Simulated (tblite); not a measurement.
Run record: tight-binding relaxation, `CC#C[Si@@H](F)[C@H](C)OCC`.

Computed with GFN2-xTB geometry optimisation, gas phase (tblite 0.8.0). Start geometry: from a force field or distance geometry. The input is one job of a driver script: a line of settings, then coordinates in Å.

Command:
```bash
OMP_NUM_THREADS=1 python probes_run.py task.json out
```

Input:
```
{"job": {"kind": "relax", "xc": "GFN2-xTB", "basis": "xTB"}, "charge": 0, "multiplicity": 1}
C      3.836200     1.229200     0.332600
C      2.708100     0.274900     0.139500
C      1.819300    -0.517800    -0.013500
Si     0.450600    -1.683000    -0.306900
F      0.618800    -2.945800     0.822200
C     -1.191700    -0.847700     0.057300
C     -2.010400    -1.903800     0.787900
O     -1.811100    -0.398300    -1.077100
C     -2.038500     0.963900    -0.993400
C     -0.782700     1.780800    -0.834800
H      4.259800     1.009000     1.310900
H      4.574600     1.101300    -0.499100
H      3.393500     2.237200     0.226300
H      0.437700    -2.213500    -1.668800
H     -1.018600    -0.008900     0.761500
H     -2.536600    -2.488200     0.015800
H     -1.334300    -2.607400     1.317300
H     -2.685400    -1.449400     1.517700
H     -2.568000     1.273800    -1.938000
H     -2.728200     1.223100    -0.145100
H      0.024900     1.287400    -1.431100
H     -0.486600     1.879800     0.221600
H     -0.936100     2.830300    -1.233600
```

Output:
```
step      E/eV     max force
  0    -873.74625    2.681
  1    -874.03877    2.344
  2    -874.02210    5.211
  3    -874.16419    0.535
  4    -874.19548    0.443
  5    -874.25973    0.644
  6    -874.28952    0.482
  7    -874.33084    0.420
  8    -874.35287    0.390
  9    -874.36903    0.258
... (83 lines left out)
 93    -874.50693    0.024
 94    -874.50705    0.024
 95    -874.50718    0.024
 96    -874.50730    0.020
 97    -874.50739    0.016
 98    -874.50746    0.017
 99    -874.50753    0.020
100    -874.50760    0.018
101    -874.50766    0.013
102    -874.50769    0.010
```

«max force» is the largest atomic force in eV/Å.

Task: From which step on does the largest force stay under 0.1 eV/Å, and how much energy is left to gain from there?

Result: From step 45 (0.084 eV/Å), 17.4 meV above the end.

Summary of the converged run: energy lowered by 17.6 kcal/mol over 102 steps; largest atomic force 0.010 eV/Å at the end.

Task: Give the final coordinates.

Result: 0.334 Å rms from the input after alignment:
```
atom  x, y, z in Å
C1     3.7798    1.2571    0.2342
C2     2.7448    0.2636    0.0707
C3     1.8866   -0.5736   -0.0589
Si4    0.5384   -1.8179   -0.2203
F5     0.8228   -2.9755    0.8829
C6    -1.1228   -0.9793    0.2180
C7    -2.2049   -1.9418    0.7056
O8    -1.5385   -0.3499   -1.0050
C9    -1.9349    0.9941   -0.9034
C10   -0.7500    1.9593   -0.8878
H11    4.2527    1.1378    1.2088
H12    4.5351    1.1380   -0.5421
H13    3.3536    2.2580    0.1653
H14    0.5027   -2.5007   -1.5016
H15   -0.9774   -0.2102    0.9877
H16   -2.4262   -2.6726   -0.0682
H17   -1.8600   -2.4633    1.5952
H18   -3.1231   -1.4059    0.9445
H19   -2.5523    1.1838   -1.7874
H20   -2.5558    1.1475   -0.0090
H21   -0.1691    1.8422   -1.7991
H22   -0.0981    1.7529   -0.0414
H23   -1.1082    2.9833   -0.8195
```

Task: Estimate the wall time. Hardware: Arm Neoverse N1, one thread, no GPU, shared host with 64 logical CPUs at a one-minute load of 60.

Result: About 1.8 s.
Labels such as C1 count atoms from 1, the log's own numbers from 0.
